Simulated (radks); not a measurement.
Values are calculated unless marked as measured or tabulated.
Q: Valence configurations of Tl. Level of theory: scalar-relativistic Kohn-Sham, LDA (Slater exchange, Perdew-Wang correlation), spin-polarised, spherical densities, point nucleus; open shells are filled with parallel spins first (spin-orbit coupling, left out, can overturn this in heavy ions) (a radial shooting solver on a logarithmic mesh with Libxc functionals). Order these by energy: [Xe] 4f12 5d10 6s2 6p3; [Xe] 4f14 5d10 6p3; [Hg] 6p1; [Xe] 4f14 5d9 6s1 6p3; [Xe] 4f14 5d9 6s2 6p2; [Xe] 4f13 5d10 6p4; [Xe] 4f13 5d10 6s2 6p2; [Xe] 4f13 5d10 6s1 6p3; [Xe] 4f13.5 5d10 6s0.5 6p3; [Xe] 4f14 5d9.5 6s2 6p1.5.

A: From the lowest, in eV above it: [Hg] 6p1 0.000; [Xe] 4f14 5d9.5 6s2 6p1.5 6.701; [Xe] 4f14 5d9 6s2 6p2 14.032; [Xe] 4f14 5d10 6p3 14.402; [Xe] 4f14 5d9 6s1 6p3 20.834; [Xe] 4f13.5 5d10 6s0.5 6p3 68.837; [Xe] 4f13 5d10 6s2 6p2 119.79; [Xe] 4f13 5d10 6s1 6p3 126.92; [Xe] 4f13 5d10 6p4 137.36; [Xe] 4f12 5d10 6s2 6p3 256.38. NIST lists [Hg] 6p1 as the ground configuration; this level of theory agrees among the configurations tried. The energies are those of spherical high-spin densities, not of single terms.
